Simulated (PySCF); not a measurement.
Screening by computed properties: pick the candidate that meets the target.

Species are written as SMILES; each is one conformer at its optimised geometry, gas phase, non-relativistic unless stated; the electronic structure was computed with PySCF and density fitting.

The conformers computed, where there is a choice (atom-mapped SMILES and torsion angles):
- `[O:1]=[C:2]([F:3])[c:4]1[cH:5][c:6]2[cH:7][cH:8][cH:9][cH:10][c:11]2[o:12]1`: O1–C2–C4–C5 180°
- `[N:1]#[C:2][C@H:3]1[CH2:4][Si@H:5]([C:6]([F:7])([F:8])[F:9])[CH2:10]1`: C4–Si5–C6–F7 77°
- `[CH3:1][Si@H:2]1[SiH2:3][Si@@H:4]([O:5][SiH3:6])[SiH2:7]1`: Si3–Si4–O5–Si6 49°
- `[CH3:1][C:2](=[S:3])[SiH2:4][N:5]([SiH3:6])[SiH3:7]`: C1–C2–Si4–N5 47°, C2–Si4–N5–Si6 -145°
- `[CH3:1][CH2:2][S:3][CH2:4][SiH2:5][CH3:6]`: C1–C2–S3–C4 73°, C2–S3–C4–Si5 170°, S3–C4–Si5–C6 60°

Question: Wanted: dipole moment between 2 D and 4 D (PBE0/pcSseg-1) and HOMO–LUMO gap below 6 eV (PBE0/pcSseg-1), at GFN2-xTB geometries. Which candidate meets both?
A. `S(CC)C[SiH2]C`
B. `N#C[C@H]1C[Si@H](C(F)(F)F)C1`
C. `O=C(F)c1cc2ccccc2o1`
D. `C[Si@H]1[SiH2][Si@@H](O[SiH3])[SiH2]1`
E. `CC(=S)[SiH2]N([SiH3])[SiH3]`

Answer: E. Computed values:
```
                              species  dipole moment  HOMO–LUMO gap
C[Si@H]1[SiH2][Si@@H](O[SiH3])[SiH2]1         0.80 D        5.40 eV
                        S(CC)C[SiH2]C         1.46 D        7.21 eV
         N#C[C@H]1C[Si@H](C(F)(F)F)C1         1.67 D        8.44 eV
          CC(=S)[SiH2]N([SiH3])[SiH3]         2.39 D        3.83 eV
                  O=C(F)c1cc2ccccc2o1         4.82 D        4.99 eV
```
